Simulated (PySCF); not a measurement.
Species: C7H8O4.
SMILES with atom numbers: `[O:1]=[CH:2][O:3][C@@H:4]1[CH2:5][C:6](=[O:7])[CH2:8][CH2:9][C:10]1=[O:11]`

NICS = −σ at a ghost point: NICS(0) at the centroid of the ring atoms, NICS(1) 1 Å to either side along the normal of their mean plane, zz for the tensor component along that normal. Level: GIAO PBE0/pcSseg-1 (PySCF, non-relativistic, gas phase) on the GFN2-xTB geometry, one conformer.

Ring bond lengths (Å), with Mayer bond orders in brackets: C4–C5 1.528 (0.99), C5–C6 1.517 (0.97), C6–C8 1.512 (0.97), C8–C9 1.533 (1.02), C9–C10 1.508 (0.98), C10–C4 1.531 (0.89).

Q: What do the NICS probes read (ppm)?

A: 
```csv
ring,type,NICS(0),"NICS(1), two faces","NICS(1)zz, two faces",rms pucker (Å),"centre to ring atoms, mean (Å)"
C4–C5–C6–C8–C9–C10,6-membered carbocycle; formal bonds all single,1.5,-0.7 / -0.9,3.2 / 2.7,0.22,1.47
```

Q: What can be read from them?

A: 
- C4–C5–C6–C8–C9–C10: mean NICS(1)zz 3.0 ppm, near zero. C4, C5, C8, C9 have four or more neighbours; no verdict on aromaticity is drawn.

Q: At the first NICS(1) probe listed for ring C4–C5–C6–C8–C9–C10, 1 Å off the ring, what do the in-plane components average?

A: The isotropic value is a third of the trace: (3 × -0.7 − (3.2))/2 = -2.6 ppm.

Q: Give the inner angles of the rings and the Hirshfeld charges of the ring atoms.

A: 
- C4–C5–C6–C8–C9–C10: C4 110.8° (+0.038 e), C5 111.7° (-0.081 e), C6 114.0° (+0.173 e), C8 112.1° (-0.072 e), C9 110.7° (-0.069 e), C10 112.4° (+0.163 e); sum 671.7° against 720° for a flat convex ring.
